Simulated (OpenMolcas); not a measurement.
GaCl (SMILES [Cl][Ga]): name the method

GaCl has 2 atoms, charge 0, and is taken as a singlet. As SMILES, `[Cl][Ga]`. Geometry: a GFN2-xTB relaxation, a rough one for these elements and not checked as a minimum.

```xyz
2

Cl    0.0000    0.0000    0.0000
Ga    0.0000    0.0000    2.1686
```

Orbital energies and the dipole are those of the mean-field step.

A calculation with OpenMolcas 26.06 gave:

```
total energy  : -2383.0601 Eh
dipole moment : 2.22 D
HOMO energy   : -9.53 eV
LUMO energy   : 0.66 eV
HOMO–LUMO gap : 10.19 eV
```

Which of these levels gave the numbers?
A. MP2/ANO-S-VDZ
B. MP2/ANO-S-VTZP
C. MP2/ANO-S-MB
D. MP2/ANO-S-VDZP

D. The others give -2383.1268 Eh (MP2/ANO-S-VTZP), -2382.8181 Eh (MP2/ANO-S-MB), -2382.9022 Eh (MP2/ANO-S-VDZ).
